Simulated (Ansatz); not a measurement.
Ansatz (an electronic-structure program) job for C₂H₄O₃, SMILES COC(=O)O, CAM-B3LYP/def2-SVPD. Geometry: B3LYP-D3(BJ)/def2-SVP. The values are those of a single conformer.

Ansatz 0.2 input:
```yaml
crystal:
  periodic: [false, false, false]
  atoms:
    - {symbol: C, position_ang: [0.03558204, -1.83162293, 0.00000000]}
    - {symbol: O, position_ang: [0.70356851, -0.57156055, -0.00000000]}
    - {symbol: C, position_ang: [-0.09024115, 0.49796578, -0.00000000]}
    - {symbol: O, position_ang: [-1.29570326, 0.48647292, -0.00000000]}
    - {symbol: O, position_ang: [0.67186774, 1.60011034, 0.00000000]}
    - {symbol: H, position_ang: [0.82519593, -2.59262610, 0.00000000]}
    - {symbol: H, position_ang: [-0.59765625, -1.93891959, -0.89356203]}
    - {symbol: H, position_ang: [-0.59765625, -1.93891958, 0.89356203]}
    - {symbol: H, position_ang: [0.06020736, 2.35222646, -0.00000000]}
basis:
  gaussian:
    orbitals: def2-SVPD
hamiltonian:
  xc: {name: CAM-B3LYP}
```

Program output:

```
WARN ansatz: RAYON_NUM_THREADS=1 ignored (pool sized by the plan → 1); use --threads N
Functional definition: CAM-B3LYP
integrals: 0.07 GiB planned
1149 factors; their error is unknown
integrals: 0.10 GiB planned
454 factors; integrals over basis functions are off by at most 2.3e-5 eV
mean field: 0.74 GiB planned
mean field evaluation 1: about -8265.6359 eV, gradient 6.2e1 eV
mean field evaluation 2: about -8262.7615 eV, gradient 7.6e1 eV
mean field evaluation 4: about -8272.1531 eV, gradient 3.7e0 eV
mean field evaluation 8: about -8272.1783 eV, gradient 4.7e-2 eV
mean field evaluation 16: about -8272.1545 eV, gradient 4.9e-5 eV
mean field -8272.15449148 eV, -303.9960704942 hartree, gradient 4.9e-5 eV, S^2 0.000000; 0 other end points of the search recorded, 0 dependent functions left out
reference -8272.15461451 eV, -303.9960750153 hartree; 20, 20 occupied and 121, 121 virtual orbitals, 1149 factors
Total energy: -8272.15461451 eV, -303.9960750153 hartree
```

The calculation finished and met its thresholds.
